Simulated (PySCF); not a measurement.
Working out the excitation energy of Be

Be [He] 2s2 (1S) → Be [He] 2p2 (3P). All numbers are calculated (PySCF 2.14, no relativity, point nucleus, in aug-cc-pVDZ). Frozen: 1s2. Energies in hartree (1 hartree = 27.21139 eV):

```
             part  Be (lower)  Be (upper)
              UHF  -14.572380  -14.334634
MP2 opposite-spin   -0.025773    0.000000
    MP2 same-spin    0.000000   -0.005101
```

Q: What does Hartree-Fock give?

A: (-14.334634) − (-14.572380) = 0.237746 hartree = 6.469 eV.

Q: What do MP2 and SCS-MP2 (6/5 opposite-spin, 1/3 same-spin) give?

A: The opposite-spin parts differ by 0.701 eV and the same-spin parts by -0.139 eV. MP2: 6.469 + (0.701) + (-0.139) = 7.031 eV. SCS-MP2: 6.469 + 1.2 × (0.701) + (-0.139)/3 = 7.264 eV.

Measured between the centres of the two terms (NIST): 7.401 eV, so MP2 (valence) is off by -0.370 eV.

A double-zeta basis recovers only part of the correlation energy.

What remains against the reference includes basis incompleteness, the frozen core and correlation beyond second order.
